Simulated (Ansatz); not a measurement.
Nudged elastic band run: BrCl₄GeH

Input file:

```yaml
crystal:
  periodic: [false, false, false]
  atoms:
    - { symbol: Ge, position_ang: [0.517146, 0.0, -0.233891] }
    - { symbol: Cl, position_ang: [0.418234, 0.0, 1.895958] }
    - { symbol: Cl, position_ang: [2.554699, 0.0, -0.827142] }
    - { symbol: Cl, position_ang: [-0.445345, 1.736727, -0.978499] }
    - { symbol: Cl, position_ang: [-0.445345, -1.736727, -0.978499] }
    - { symbol: Br, position_ang: [-3.959767, 0.0, 1.966063] }
    - { symbol: H, position_ang: [-2.655223, 0.0, 2.49501] }
basis:
  gaussian: { orbitals: def2-SVP }
hamiltonian:
  xc: hf
neb:
  order_check: false
  images: 4
  f_tol: 0.05
  max_iterations: 60
  climbing: false
  final_atoms:
    - { symbol: Ge, position_ang: [-0.70569922, 0.00248153, -0.89596964] }
    - { symbol: Cl, position_ang: [-0.40626118, -0.00977967, 4.47228371] }
    - { symbol: Cl, position_ang: [0.96631007, 0.00606337, 0.43463188] }
    - { symbol: Cl, position_ang: [-0.60388184, 1.7315231, -2.12563273] }
    - { symbol: Cl, position_ang: [-0.60187597, -1.73354342, -2.11558241] }
    - { symbol: Br, position_ang: [-2.62947936, 0.00645715, 0.31431578] }
    - { symbol: H, position_ang: [-0.0347135, -0.00320206, 3.25495341] }
  initial_path:
    images:
      - { positions_ang: [[0.517146, 0.0, -0.233891], [0.418234, 0.0, 1.895958], [2.554699, 0.0, -0.827142], [-0.445345, 1.736727, -0.978499], [-0.445345, -1.736727, -0.978499], [-3.959767, 0.0, 1.966063], [-2.655223, 0.0, 2.49501]] }
      - { positions_ang: [[0.31549536, 0.0, -0.13389164], [0.2276129, 0.0, 2.17162164], [2.38331309, 0.0, -0.76220371], [-0.67186948, 1.7666362, -0.88787201], [-0.67186948, -1.7666362, -0.88787201], [-3.40463079, 0.0, 1.49805976], [-2.1936526, 0.0, 2.34115797]] }
      - { positions_ang: [[0.11384472, 0.0, -0.03389228], [0.03699179, 0.0, 2.44728528], [2.21192718, 0.0, -0.69726542], [-0.89839395, 1.7965454, -0.79724503], [-0.89839395, -1.7965454, -0.79724503], [-2.84949458, 0.0, 1.03005653], [-1.73208221, 0.0, 2.18730594]] }
      - { positions_ang: [[-0.13072433, 0.00049631, -0.16630801], [-0.12790724, -0.00195593, 2.96255042], [1.89424939, 0.00121267, -0.44491065], [-0.93010132, 1.79550462, -1.02667177], [-0.92970015, -1.79590868, -1.02466171], [-2.58343705, 0.00129143, 0.69970709], [-1.20798031, -0.00064041, 2.33929463]] }
      - { positions_ang: [[-0.41821178, 0.00148892, -0.53113883], [-0.26708421, -0.0058678, 3.71741707], [1.43027973, 0.00363802, -0.00513939], [-0.76699158, 1.76351386, -1.57615225], [-0.76578806, -1.76472605, -1.57012206], [-2.6064582, 0.00387429, 0.50701144], [-0.6213469, -0.00192124, 2.79712402]] }
      - { positions_ang: [[-0.70569922, 0.00248153, -0.89596964], [-0.40626118, -0.00977967, 4.47228371], [0.96631007, 0.00606337, 0.43463188], [-0.60388184, 1.7315231, -2.12563273], [-0.60187597, -1.73354342, -2.11558241], [-2.62947936, 0.00645715, 0.31431578], [-0.0347135, -0.00320206, 3.25495341]] }
```

Command:

```bash
$ ansatz run input.yaml --threads 4 --pin off --max-ram 5120MiB --backend cpu --events-out ev --progress --plain --runs-dir out
```

Output, in part (warnings, iteration lines, the closing report on the highest movable image, with atoms numbered from 0):

```
NEB end point (image 0): max|allowed force component| = 2.981e-3 eV/Å (the criterion of neb.relax_end_points is 1.000e-2)
NEB end point (image 5): max|allowed force component| = 2.838e-2 eV/Å (the criterion of neb.relax_end_points is 1.000e-2)
NEB iter   1: max|band force component| = 2.226e1 eV/Å  barrier→ = 4.0731 eV  barrier← = 4.0794 eV  Δτ_max = 0.2000 Å  (206 SCF iters)
NEB iter   2: max|band force component| = 4.753e0 eV/Å  barrier→ = 2.2331 eV  barrier← = 2.2394 eV  Δτ_max = 0.2000 Å  (138 SCF iters)
NEB iter   3: max|band force component| = 1.983e0 eV/Å  barrier→ = 1.6802 eV  barrier← = 1.6864 eV  Δτ_max = 0.2000 Å  (132 SCF iters)
NEB iter   4: max|band force component| = 2.063e0 eV/Å  barrier→ = 2.2996 eV  barrier← = 2.3058 eV  Δτ_max = 0.1001 Å  (134 SCF iters)
NEB iter   5: max|band force component| = 1.165e0 eV/Å  barrier→ = 2.5259 eV  barrier← = 2.5321 eV  Δτ_max = 0.0999 Å  (134 SCF iters)
NEB iter   6: max|band force component| = 7.543e-1 eV/Å  barrier→ = 2.5826 eV  barrier← = 2.5888 eV  Δτ_max = 0.0349 Å  (140 SCF iters)
NEB iter   7: max|band force component| = 5.231e-1 eV/Å  barrier→ = 2.5756 eV  barrier← = 2.5818 eV  Δτ_max = 0.0952 Å  (134 SCF iters)
NEB iter   8: max|band force component| = 5.715e-1 eV/Å  barrier→ = 2.5654 eV  barrier← = 2.5716 eV  Δτ_max = 0.0469 Å  (131 SCF iters)
NEB iter   9: max|band force component| = 2.000e-1 eV/Å  barrier→ = 2.5496 eV  barrier← = 2.5558 eV  Δτ_max = 0.0162 Å  (127 SCF iters)
NEB iter  10: max|band force component| = 8.352e-2 eV/Å  barrier→ = 2.5418 eV  barrier← = 2.5480 eV  Δτ_max = 0.0047 Å  (120 SCF iters)
NEB iter  11: max|band force component| = 7.349e-2 eV/Å  barrier→ = 2.5403 eV  barrier← = 2.5465 eV  Δτ_max = 0.0952 Å  (110 SCF iters)
NEB iter  12: max|band force component| = 2.670e-1 eV/Å  barrier→ = 2.5119 eV  barrier← = 2.5181 eV  Δτ_max = 0.0473 Å  (130 SCF iters)
NEB iter  13: max|band force component| = 1.839e-1 eV/Å  barrier→ = 2.4822 eV  barrier← = 2.4884 eV  Δτ_max = 0.0473 Å  (137 SCF iters)
NEB iter  14: max|band force component| = 1.828e-1 eV/Å  barrier→ = 2.4627 eV  barrier← = 2.4689 eV  Δτ_max = 0.0236 Å  (138 SCF iters)
NEB iter  15: max|band force component| = 2.287e-1 eV/Å  barrier→ = 2.4540 eV  barrier← = 2.4602 eV  Δτ_max = 0.0236 Å  (130 SCF iters)
NEB iter  16: max|band force component| = 2.265e-1 eV/Å  barrier→ = 2.4415 eV  barrier← = 2.4477 eV  Δτ_max = 0.0468 Å  (130 SCF iters)
NEB iter  17: max|band force component| = 2.811e-1 eV/Å  barrier→ = 2.4174 eV  barrier← = 2.4236 eV  Δτ_max = 0.0236 Å  (123 SCF iters)
NEB iter  18: max|band force component| = 2.608e-1 eV/Å  barrier→ = 2.4057 eV  barrier← = 2.4119 eV  Δτ_max = 0.0236 Å  (122 SCF iters)
NEB iter  19: max|band force component| = 2.349e-1 eV/Å  barrier→ = 2.3953 eV  barrier← = 2.4015 eV  Δτ_max = 0.0236 Å  (130 SCF iters)
NEB iter  20: max|band force component| = 2.222e-1 eV/Å  barrier→ = 2.3855 eV  barrier← = 2.3917 eV  Δτ_max = 0.0470 Å  (123 SCF iters)
NEB iter  21: max|band force component| = 2.570e-1 eV/Å  barrier→ = 2.3421 eV  barrier← = 2.3483 eV  Δτ_max = 0.0471 Å  (128 SCF iters)
NEB iter  22: max|band force component| = 1.273e-1 eV/Å  barrier→ = 2.3344 eV  barrier← = 2.3407 eV  Δτ_max = 0.0944 Å  (136 SCF iters)
NEB iter  23: max|band force component| = 1.611e-1 eV/Å  barrier→ = 2.3500 eV  barrier← = 2.3562 eV  Δτ_max = 0.0472 Å  (133 SCF iters)
NEB iter  24: max|band force component| = 1.279e-1 eV/Å  barrier→ = 2.3751 eV  barrier← = 2.3813 eV  Δτ_max = 0.0472 Å  (137 SCF iters)
NEB iter  25: max|band force component| = 9.192e-2 eV/Å  barrier→ = 2.4100 eV  barrier← = 2.4162 eV  Δτ_max = 0.0472 Å  (137 SCF iters)
NEB iter  26: max|band force component| = 1.489e-1 eV/Å  barrier→ = 2.4410 eV  barrier← = 2.4472 eV  Δτ_max = 0.0235 Å  (136 SCF iters)
NEB iter  27: max|band force component| = 7.659e-2 eV/Å  barrier→ = 2.4515 eV  barrier← = 2.4577 eV  Δτ_max = 0.0235 Å  (116 SCF iters)
NEB iter  28: max|band force component| = 7.450e-2 eV/Å  barrier→ = 2.4615 eV  barrier← = 2.4678 eV  Δτ_max = 0.0208 Å  (129 SCF iters)
NEB iter  29: max|band force component| = 4.839e-2 eV/Å  barrier→ = 2.4707 eV  barrier← = 2.4769 eV  Δτ_max = 0.0000 Å  (272 SCF iters)
Total energy: -176473.90330097 eV, -6485.2963280028 hartree
Atom 0 at    -0.382574     0.000686    -0.134849 Å, force    -0.279001    -0.006704    -0.203144 eV/Å
Atom 1 at     0.021735    -0.000692     2.301428 Å, force    -0.091748     0.001257     0.426235 eV/Å
Atom 2 at     1.782848    -0.003941    -0.525190 Å, force    -0.237710     0.000153     0.298309 eV/Å
Atom 3 at    -0.658687     2.046924    -0.705959 Å, force    -0.044438     0.001186    -0.307061 eV/Å
Atom 4 at    -0.669781    -2.039850    -0.720121 Å, force    -0.021150    -0.015515    -0.319814 eV/Å
Atom 5 at    -2.812304    -0.005466     0.758494 Å, force     0.275315     0.022837    -0.165844 eV/Å
Atom 6 at    -1.296839     0.002339     2.365199 Å, force     0.398732    -0.003214     0.271320 eV/Å
Dipole moment:     0.136559     0.002364     0.484755 e Å
```

It converged. Neighbouring images differ by up to 2.2 eV, so the band resolves the path poorly. No image climbed, so the highest image needn't sit at the top of the path. The orbitals stay closed-shell, which can raise the energy where a bond breaks towards radicals; this wasn't checked here.

Final band (atoms are numbered from 1 in the order of the input):

| image | path coordinate (Å) | energy (eV) | Ge1–Cl2 (Å) | Br6–H7 (Å) | Ge1–Br6 (Å) |
| --- | --- | --- | --- | --- | --- |
| 0 | 0.00 | 0.00 | 2.13 | 1.41 | 4.99 |
| 1 | 1.40 | 0.26 | 2.15 | 1.42 | 3.68 |
| 2 | 2.80 | 2.47 | 2.47 | 2.21 | 2.59 |
| 3 | 4.20 | 0.98 | 3.44 | 2.45 | 2.34 |
| 4 | 5.59 | 0.06 | 4.62 | 2.82 | 2.29 |
| 5 | 6.99 | -0.01 | 5.38 | 3.92 | 2.27 |

Time of the run: 3.7 min on 4 threads of Arm Neoverse V2, on a shared host, peak memory 0.48 GiB.
